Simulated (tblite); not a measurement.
A geometry optimisation, step by step.

Species: C3H8BFS.
Atom-mapped SMILES: `[CH3:1][CH2:2][CH2:3][S:4][BH:5][F:6]` (hydrogens: H7, H8, H9 on C1; H10, H11 on C2; H12, H13 on C3; H14 on B5)

Computed with GFN2-xTB (tblite), gas phase: L-BFGS steps from a force-field or distance-geometry start until the largest atomic force falls under 0.01 eV/Å. 8 of its 72 geometries are shown.

Step 0: E = -537.0411 eV, largest atomic force 3.666 eV/Å
```
atom  x, y, z in Å  |  force x, y, z in eV/Å
C1     -2.039    0.215    0.097   -1.038  -0.221   0.064
C2     -0.727   -0.520    0.232    0.124  -0.756   0.478
C3      0.145    0.330    1.154   -0.533   0.798  -0.140
S4      1.780   -0.375    1.440    0.637  -0.680  -1.316
B5      2.642   -0.291   -0.243    1.997   2.773   1.327
F6      3.084    1.051   -0.660   -1.615  -3.113   0.474
H7     -2.398    0.116   -0.952   -0.050   0.354   0.928
H8     -2.764   -0.250    0.801    0.193   0.523  -0.654
H9     -1.898    1.263    0.408   -0.373  -0.368  -0.530
H10    -0.925   -1.540    0.671    0.524   0.872  -0.509
H11    -0.278   -0.618   -0.762    0.251  -0.167   0.278
H12     0.273    1.314    0.641   -0.029  -0.474   0.672
H13    -0.369    0.436    2.145    0.623   0.044  -0.800
H14     3.474   -1.131   -0.434   -0.712   0.415  -0.271
```

Step 10: E = -538.1432 eV, largest atomic force 0.828 eV/Å
```
atom  x, y, z in Å  |  force x, y, z in eV/Å
C1     -2.109    0.209    0.077    0.325  -0.075   0.074
C2     -0.726   -0.477    0.224   -0.057   0.241  -0.004
C3      0.200    0.358    1.121    0.096  -0.309  -0.086
S4      1.773   -0.617    1.382    0.001   0.439  -0.674
B5      2.819   -0.216   -0.046   -0.280  -0.661   0.413
F6      2.730    0.925   -0.690   -0.172  -0.014  -0.030
H7     -2.513    0.111   -0.932    0.175  -0.043   0.169
H8     -2.836   -0.212    0.769    0.113  -0.012   0.002
H9     -2.015    1.274    0.310   -0.031  -0.158  -0.145
H10    -0.810   -1.473    0.676   -0.151   0.206  -0.143
H11    -0.245   -0.613   -0.758   -0.185   0.155   0.238
H12     0.387    1.352    0.697    0.194  -0.332   0.118
H13    -0.211    0.444    2.126   -0.062   0.108  -0.072
H14     3.554   -1.067   -0.418    0.035   0.454   0.139
```

Step 20: E = -538.3181 eV, largest atomic force 0.230 eV/Å
```
atom  x, y, z in Å  |  force x, y, z in eV/Å
C1     -2.107    0.230    0.088    0.084  -0.033   0.004
C2     -0.730   -0.425    0.221    0.046   0.027   0.009
C3      0.242    0.322    1.128    0.065  -0.111  -0.004
S4      1.737   -0.756    1.336   -0.145   0.165   0.068
B5      2.754   -0.267   -0.020    0.109   0.018  -0.044
F6      2.465    0.805   -0.737   -0.122   0.011  -0.046
H7     -2.487    0.031   -0.911   -0.144   0.048   0.057
H8     -2.798   -0.194    0.813   -0.006   0.135   0.005
H9     -2.061    1.307    0.233    0.041  -0.043  -0.032
H10    -0.859   -1.433    0.624    0.065   0.011  -0.109
H11    -0.271   -0.510   -0.768    0.006  -0.018   0.048
H12     0.568    1.274    0.705   -0.097  -0.131   0.049
H13    -0.170    0.480    2.126    0.044  -0.051  -0.078
H14     3.718   -0.863   -0.301    0.054  -0.027   0.071
```

Step 30: E = -538.3867 eV, largest atomic force 0.243 eV/Å
```
atom  x, y, z in Å  |  force x, y, z in eV/Å
C1     -2.079    0.258    0.110    0.040  -0.041  -0.050
C2     -0.728   -0.459    0.170    0.070   0.040   0.033
C3      0.228    0.251    1.124   -0.031  -0.003   0.027
S4      1.774   -0.714    1.393   -0.171  -0.107   0.136
B5      2.746   -0.253    0.004    0.093   0.073  -0.016
F6      2.296    0.651   -0.848   -0.010   0.027  -0.116
H7     -2.594    0.022   -0.819    0.001  -0.082   0.024
H8     -2.726   -0.038    0.936    0.155   0.109  -0.029
H9     -1.930    1.335    0.136   -0.046  -0.010   0.050
H10    -0.867   -1.503    0.471    0.036   0.147   0.013
H11    -0.261   -0.454   -0.819   -0.081  -0.044  -0.029
H12     0.529    1.216    0.710   -0.108  -0.041   0.126
H13    -0.199    0.385    2.119   -0.037  -0.027  -0.113
H14     3.811   -0.697   -0.149    0.089  -0.042  -0.057
```

Step 41: E = -538.4134 eV, largest atomic force 0.168 eV/Å
```
atom  x, y, z in Å  |  force x, y, z in eV/Å
C1     -2.056    0.278    0.107   -0.021   0.011  -0.010
C2     -0.715   -0.452    0.134   -0.050   0.029  -0.022
C3      0.212    0.227    1.127    0.030  -0.019   0.011
S4      1.771   -0.710    1.405    0.060  -0.018  -0.019
B5      2.756   -0.247    0.008   -0.123   0.008   0.114
F6      2.253    0.567   -0.904    0.047   0.023  -0.040
H7     -2.643   -0.029   -0.755   -0.010  -0.041   0.026
H8     -2.623    0.060    1.010   -0.005   0.023  -0.013
H9     -1.908    1.355    0.052    0.018  -0.056  -0.048
H10    -0.864   -1.493    0.429   -0.009  -0.003  -0.014
H11    -0.264   -0.446   -0.860    0.023   0.040   0.001
H12     0.492    1.222    0.785   -0.032   0.028   0.024
H13    -0.265    0.293    2.103    0.049   0.009   0.037
H14     3.853   -0.626   -0.103    0.022  -0.033  -0.046
```

Step 51: E = -538.4286 eV, largest atomic force 0.132 eV/Å
```
atom  x, y, z in Å  |  force x, y, z in eV/Å
C1     -2.060    0.278    0.088   -0.008   0.013   0.014
C2     -0.709   -0.426    0.134   -0.004   0.014   0.003
C3      0.204    0.222    1.162    0.076  -0.009   0.020
S4      1.775   -0.713    1.395    0.022   0.002  -0.028
B5      2.754   -0.249   -0.005   -0.091  -0.023   0.093
F6      2.273    0.582   -0.914   -0.003   0.029  -0.007
H7     -2.678   -0.141   -0.701    0.005  -0.007  -0.009
H8     -2.579    0.149    1.034   -0.030   0.042   0.023
H9     -1.936    1.342   -0.098    0.002  -0.002  -0.011
H10    -0.862   -1.475    0.391    0.050  -0.046   0.015
H11    -0.236   -0.382   -0.848    0.018   0.001  -0.030
H12     0.469    1.238    0.874   -0.017   0.010  -0.019
H13    -0.254    0.235    2.150   -0.046  -0.014  -0.020
H14     3.838   -0.662   -0.124    0.027  -0.011  -0.044
```

Step 61: E = -538.4322 eV, largest atomic force 0.055 eV/Å
```
atom  x, y, z in Å  |  force x, y, z in eV/Å
C1     -2.057    0.277    0.086   -0.007  -0.010  -0.012
C2     -0.702   -0.420    0.135    0.029  -0.002   0.016
C3      0.205    0.221    1.171    0.039   0.020   0.034
S4      1.775   -0.720    1.399   -0.029   0.009  -0.011
B5      2.741   -0.253   -0.005   -0.016   0.018   0.016
F6      2.267    0.605   -0.893   -0.015   0.002   0.012
H7     -2.677   -0.180   -0.681   -0.020   0.017  -0.001
H8     -2.573    0.192    1.040    0.034   0.001  -0.007
H9     -1.937    1.332   -0.149   -0.003  -0.002  -0.002
H10    -0.837   -1.474    0.386   -0.018  -0.027  -0.012
H11    -0.227   -0.361   -0.846    0.007  -0.018  -0.024
H12     0.469    1.240    0.895   -0.005   0.003  -0.005
H13    -0.267    0.221    2.153    0.006   0.001   0.008
H14     3.818   -0.681   -0.154   -0.003  -0.011  -0.010
```

Step 71: E = -538.4336 eV, largest atomic force 0.009 eV/Å
```
atom  x, y, z in Å  |  force x, y, z in eV/Å
C1     -2.048    0.275    0.081    0.007  -0.002  -0.001
C2     -0.694   -0.423    0.133    0.007  -0.002   0.006
C3      0.206    0.221    1.176    0.004   0.002   0.005
S4      1.771   -0.721    1.407   -0.002  -0.005  -0.003
B5      2.726   -0.250   -0.001    0.001   0.005  -0.004
F6      2.249    0.626   -0.871   -0.001  -0.002   0.003
H7     -2.681   -0.188   -0.672   -0.003  -0.002  -0.003
H8     -2.549    0.207    1.043   -0.007   0.004  -0.002
H9     -1.927    1.326   -0.172    0.003   0.006   0.000
H10    -0.832   -1.478    0.381   -0.008   0.001   0.003
H11    -0.215   -0.367   -0.847    0.003  -0.003   0.004
H12     0.469    1.240    0.900   -0.003   0.003  -0.007
H13    -0.271    0.222    2.154   -0.002  -0.007   0.002
H14     3.794   -0.692   -0.175    0.001   0.004  -0.002
```

**Question.** Summarise the path.

**Answer.** The energy falls by 134.35 kJ/mol from step 0 to step 71; nine tenths of that is first reached at step 17. It falls at every step. The largest force goes from 3.666 to 0.009 eV/Å. Among the bonds B5–F6 changes most, from 1.473 to 1.323 Å; the atoms move by 0.443 Å rms after alignment.

**Question.** Follow the three bonds and two angles with the largest change from start to end.

**Answer.** 
```tsv
step	E above end (kJ/mol)	largest force (eV/Å)	B5–F6 (Å)	S4–B5 (Å)	C3–S4 (Å)	F6–B5–H14 (°)	S4–B5–H14 (°)
0	134.35	3.666	1.473	1.893	1.803	112.7	115.3
3	58.35	0.998	1.313	1.812	1.842	117.2	116.2
6	41.19	0.587	1.329	1.777	1.835	116.9	117.8
9	32.53	0.899	1.310	1.820	1.856	119.6	116.0
12	20.24	0.404	1.325	1.768	1.866	121.2	119.3
15	14.96	0.446	1.324	1.762	1.829	119.7	122.0
19	11.56	0.196	1.324	1.768	1.853	117.8	121.7
22	9.94	0.277	1.330	1.764	1.847	118.4	120.9
25	7.98	0.245	1.323	1.777	1.834	119.7	119.6
28	5.79	0.284	1.318	1.764	1.844	119.7	119.5
31	4.07	0.319	1.329	1.761	1.840	119.1	121.1
34	2.99	0.172	1.325	1.770	1.839	118.3	121.3
37	2.46	0.116	1.321	1.763	1.841	118.5	121.6
40	2.11	0.146	1.322	1.768	1.839	119.5	121.2
43	1.68	0.101	1.324	1.768	1.841	118.9	120.5
46	1.23	0.222	1.324	1.761	1.839	118.1	120.5
49	0.69	0.089	1.323	1.767	1.840	118.9	120.2
52	0.40	0.107	1.322	1.769	1.844	119.4	120.0
56	0.24	0.042	1.323	1.766	1.841	118.8	120.4
59	0.19	0.039	1.323	1.768	1.843	118.8	120.6
62	0.10	0.039	1.323	1.766	1.843	118.8	120.6
65	0.04	0.043	1.322	1.766	1.840	118.8	120.7
68	0.01	0.026	1.323	1.767	1.841	118.8	120.8
71	0.00	0.009	1.323	1.766	1.841	118.8	120.8
```

What follows is the cost of the whole relaxation. Time: 0.28 s wall. Hardware: an Arm Neoverse V2 with one thread, shared host with 32 logical CPUs at a one-minute load of 15.
